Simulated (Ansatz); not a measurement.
Computed with Ansatz on PBE0-D4/def2-TZVP structures; ΔE is electronic, products minus reactants. CCSD(T)/CBS is the MP2 limit (def2-TZVPP, def2-QZVPP) plus CCSD(T) − MP2 in def2-TZVPP, frozen cores. This one scheme is used for every species. DFT in def2-TZVPP. For Br outer-core shells are correlated without core-valence functions, which leaves a few kJ/mol of doubt a bond. Scalar relativity is left out up to krypton. One conformer a species, not always the lowest.

Reaction (ligand exchange at the Si–Br bond): `[SiH3]O[SiH2]Br` + CH₃OH → `CO[SiH2]O[SiH3]` + HBr

```json
{"level": "LDA (SPW92)", "ΔE (kcal/mol)": "-2.3"}
{"level": "r2SCAN0-D4", "ΔE (kcal/mol)": "-1.6"}
{"level": "r2SCAN0", "ΔE (kcal/mol)": "-1.4"}
{"level": "HF/def2-SVP", "ΔE (kcal/mol)": "-2.3"}
{"level": "HF/def2-TZVPP", "ΔE (kcal/mol)": "-3.0"}
{"level": "SCS-MP2/def2-TZVPP", "ΔE (kcal/mol)": "-3.0"}
{"level": "HF/CBS(def2)", "ΔE (kcal/mol)": "-3.4"}
{"level": "CCSD/CBS(def2)", "ΔE (kcal/mol)": "-1.8"}
```

(1) What does CCSD(T)/CBS give? (An estimate is asked.)

Largest T1 diagnostic among the species: 0.011.

## Answers

(1) Computed: -1.7 kcal/mol. The listed levels differ from it by -0.6, 0.1, 0.3, -0.6, -1.3, -1.3, -1.7, -0.1 kcal/mol.

Leaving LDA and LC-ωPBE aside and taking each functional with its dispersion term where it has one, the values, not all of them listed here, spread over 3.8 kcal/mol, from CAM-B3LYP-D4 to HSE06-D4. LDA lies −2.2 kcal/mol from PBE without D4. At CCSD(T), def2-SVP lies −1.8 kcal/mol from the extrapolated value and def2-TZVPP −1.5 kcal/mol.
